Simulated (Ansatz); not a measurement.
Input for Ansatz (a quantum-chemistry and plane-wave program): R-PBE/def2-TZVPP on CH4OSn (SMILES C[O][SnH]), a point of a torsion scan. Elements past Kr take the def2 small-core potentials; no spin–orbit coupling.

Ansatz 0.2 input:
```yaml
crystal:
  periodic: [false, false, false]
  atoms:
    - {symbol: C, position_ang: [-0.91094565, -0.22331980, 0.16094945]}
    - {symbol: O, position_ang: [-0.18378822, 0.70895346, -0.59641680]}
    - {symbol: Sn, position_ang: [0.74748810, 1.12619570, -2.30991556]}
    - {symbol: H, position_ang: [-0.76896622, -1.23870722, -0.21200462]}
    - {symbol: H, position_ang: [-1.97443951, 0.02263598, 0.12496392]}
    - {symbol: H, position_ang: [-0.57239746, -0.17404725, 1.19885884]}
    - {symbol: H, position_ang: [0.63949784, -0.53128911, -3.25379768]}
basis:
  gaussian:
    orbitals: def2-TZVPP
hamiltonian:
  xc: {name: PBE}
scf: {lower_state_search: off}
```

Problem. Predict the final total energy.

Solution. -329.9321 hartree.
